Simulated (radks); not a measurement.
Hg I, configuration [Xe] 4f14 5d10 6p2 (not the ground configuration).

Method: scalar-relativistic Kohn-Sham, PBE, spin-unpolarised, spherical densities, finite nucleus; Fermi nuclear charge, rms radius 5.4648 fm; computed with a radial shooting solver on a logarithmic mesh with Libxc functionals.

Energy parts (Ry):
part                       energy
total                 -39235.0259
kinetic                44016.1167
electron-nucleus      -97697.3202
Hartree                15186.3380
exchange-correlation    -740.1604

Orbitals (lengths in bohr, moments of r in powers of bohr; r(90%) holds 90 % of the orbital's charge):
orbital  occ.  eigenvalue (Ry)       <r^4>  r(90%)      <r>
1s          2        -6110.668   3.995e-07  0.0304  0.01659
2s          2        -1083.337  0.00005825   0.109  0.06994
2p          6        -934.5629  0.00004760   0.103  0.06328
3s          2        -257.3143    0.002100   0.265   0.1807
3p          6        -214.3050    0.002319   0.272   0.1821
3d         10        -168.9640    0.001782   0.256   0.1650
4s          2        -56.80828     0.04667   0.572   0.3993
4p          6        -42.70102     0.06248   0.617   0.4254
4d         10        -25.93554     0.08567   0.669   0.4489
4f         14         -7.35059      0.1597   0.772   0.4825
5s          2         -8.98483       1.207    1.29   0.9020
5p          6         -5.19645       2.250    1.51    1.039
5d         10         -1.01564       12.21    2.27    1.467
6p          2         -0.21094       548.7    5.97    3.859

The highest occupied level is 6p at -2.870 eV. The density falls to 0.001 e/bohr^3 at r = 4.94 bohr. Summed over all electrons, <r^2> = 78.06 bohr^2, which gives a Langevin (diamagnetic) susceptibility term of -61.8 x 10^-6 cm^3/mol.
